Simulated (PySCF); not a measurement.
## `CNP(C)C(C)=O` in a uniform electric field

C4H10NOP.
Cartesian coordinates in Å at the GFN2-xTB level; atoms count from 1:
```xyz
17
C4H10NOP angstrom
C     -2.4612   -1.2106   -0.2736
N     -1.4628   -0.1814   -0.5234
P     -0.3229    0.1658    0.6834
C     -0.0026    1.9304    0.1871
C      1.2333   -0.4865   -0.1528
C      2.5125   -0.3446    0.6104
O      1.1382   -1.0141   -1.2336
H     -2.8274   -1.1025    0.7466
H     -2.0826   -2.2291   -0.4002
H     -3.2950   -1.0632   -0.9624
H     -1.0103   -0.3273   -1.4272
H      0.8025    2.3557    0.7811
H      0.2424    1.9941   -0.8723
H     -0.9172    2.4881    0.3780
H      2.4859   -1.0582    1.4336
H      3.3704   -0.5564   -0.0241
H      2.5897    0.6517    1.0397
```

Level: PBE0/def2-SVPD (PySCF); nuclei fixed, core orbitals frozen in the response. Permanent dipole (0.712, 0.830, 1.108) D (1 au = 2.5417 D). Static polarisability (au):

```
x   99.93  1.66  2.73
y    1.66 85.11  5.59
z    2.73  5.59 77.41
```

Only the terms in μ and α are kept: μ(F) = μ + αF and ΔE = −μ·F − ½ F·αF.

(1) A field of 0.01 au (0.514 V/Å) is applied along each axis in both senses. Find the induced dipole, the size of the total dipole and the two energy terms.

(2) For the field (-0.0060, 0.0020, -0.0010) au, what is the induced dipole, and what angle does it make with the field?

(3) Which field along μ doubles the dipole in that direction (linear response)?

(4) What field makes μF equal to kT at 100 K?

(5) A unit point charge sits 18 Å away. Estimate the induction energy −αe²/2R⁴ with the mean polarisability, treating the molecule as a point.

Results:

(1) 
| field along | induced x (D) | induced y (D) | induced z (D) | total size (D) | −μ·F (kJ/mol) | −½F·αF (kJ/mol) |
| --- | --- | --- | --- | --- | --- | --- |
| +x | 2.540 | 0.042 | 0.069 | 3.567 | -7.355 | -13.118 |
| −x | -2.540 | -0.042 | -0.069 | 2.245 | +7.355 | -13.118 |
| +y | 0.042 | 2.163 | 0.142 | 3.330 | -8.573 | -11.173 |
| −y | -0.042 | -2.163 | -0.142 | 1.777 | +8.573 | -11.173 |
| +z | 0.069 | 0.142 | 1.968 | 3.319 | -11.445 | -10.162 |
| −z | -0.069 | -0.142 | -1.968 | 1.275 | +11.445 | -10.162 |

(2) αF = (-1.522, 0.393, -0.210) D, at 4.2° to the field. The polarisability along this direction, F·αF/F², is 97.22 au, against a mean of 87.48 au.

(3) The polarisability along the dipole is 91.14 au, so F = 0.6125 au / 91.14 au = 0.0067 au = 0.35 V/Å; higher-order terms are ignored.

(4) kT = 0.3167 × 10⁻³ Eh, so F = 0.000517 au = 2.66 MV/cm.

(5) R = 34.02 bohr, so the energy is −87.5/(2 × 34.02⁴) Eh = -0.0858 kJ/mol. The charge–dipole term at its most favourable orientation, −μe/R², is -1.39 kJ/mol.

The structure is a single GFN2-xTB conformer in the gas phase; no vibrational or solvent corrections.

These values come from a run that also computed excited states. The run took 1.9 min (with the writing of density and orbital grids) on one thread of an Intel Xeon at 2.50 GHz, shared host, and the process peaked at 0.90 GiB of memory.
